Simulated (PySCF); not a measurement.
Species: C7H6FNSi.
Numbering: `[N:1]#[C:2][C:3]#[C:4][C@@H:5]1[CH:6]=[CH:7][C@@H:8]([F:9])[SiH2:10]1`

Definitions: NICS(0) = −σiso at the ring centroid; NICS(1) = −σiso and NICS(1)zz = −σzz at ±1 Å along the ring normal z. Level: GIAO PBE0/pcSseg-1 (PySCF, non-relativistic, gas phase) on the GFN2-xTB geometry, one conformer.

Ring bond lengths (Å), with Mayer bond orders in brackets: C5–C6 1.511 (1.02), C6–C7 1.321 (1.87), C7–C8 1.499 (1.03), C8–Si10 1.928 (0.85), Si10–C5 1.936 (0.80).

Task: What do the NICS probes read (ppm)?

Result: 
```tsv
ring	type	NICS(0)	NICS(1), two faces	NICS(1)zz, two faces	rms pucker (Å)	centre to ring atoms, mean (Å)
C5–C6–C7–C8–Si10	5-membered ring with Si; formal bonds 1 double, 4 single	-2.3	-3.1 / -3.6	-1.6 / -1.8	0.06	1.38
```

Task: What do they say, and how far can they be read as aromaticity?

Result: 
- C5–C6–C7–C8–Si10: mean NICS(1)zz -1.7 ppm, near zero. C5, C8, Si10 have four or more neighbours; no verdict on aromaticity is drawn.

Task: What field does 11.7 T along the ring normal induce along that normal at the second NICS(1) probe listed for ring C5–C6–C7–C8–Si10, 1 Å off the ring?

Result: NICSzz × B0 = -1.8 ppm × 11.7 T = -21 μT, against the applied field.

Task: How shielded are the nuclei of the rings and their hydrogens (means over atoms taken as equivalent)?

Result: 
```csv
atoms,environment,σ isotropic (ppm),"principal values of the symmetric part, first atom (ppm)"
C5,sp3 carbon bound to silicon,165.0,"148.6, 167.7, 178.7"
C6,alkene CH carbon,48.1,"-59.4, 63.8, 139.8"
C7,alkene CH carbon,40.9,"-65.9, 53.6, 135.1"
C8,sp3 C–F carbon,91.7,"48.2, 81.4, 145.5"
Si10,SiH2 silicon,367.0,"326.1, 365.7, 409.2"
H on C5,methine hydrogen,28.45,"24.0, 26.8, 34.6"
H on C6,vinylic hydrogen,25.62,"23.5, 26.0, 27.4"
H on C7,vinylic hydrogen,25.07,"23.3, 25.0, 26.9"
H on C8,methine hydrogen,25.59,"22.5, 26.9, 27.4"
H on Si10,Si–H hydrogen,27.13,"23.8, 25.8, 31.8"
H on Si10,Si–H hydrogen,27.09,"23.9, 24.9, 32.4"
```
